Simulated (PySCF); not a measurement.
NbO3, SMILES [O]=[Nb](=[O])=[O] (connectivity only; charge and spin as stated), neutral, multiplicity 2.

The structure is a stationary point at PBE0-D3(BJ)/def2-TZVP. The spin state was assumed, not searched. The def2 effective core potentials stand for the cores of Nb; spin–orbit coupling is left out.

All values below come from PBE/def2-TZVPD (PySCF).

Gas-phase values at a fixed geometry.

Computed frontier levels, dipole moment and polarisability:
```yaml
"α spin, highest occupied and lowest empty level": -7.28 and -4.49 eV
"β spin, highest occupied and lowest empty level": -7.16 and -6.81 eV
dipole_moment: 1.010 e·Å
quadrupole, principal values (traceless, Buckingham form, about the centre of nuclear charge): -5.88, -5.35, 11.22 D·Å
mean_static_polarisability: 53.6 bohr³ (7.94 Å³)
polarisability_principal_values: 31.5, 61.8, 67.3 bohr³
"⟨S²⟩": 0.758 (pure state 0.75)
```
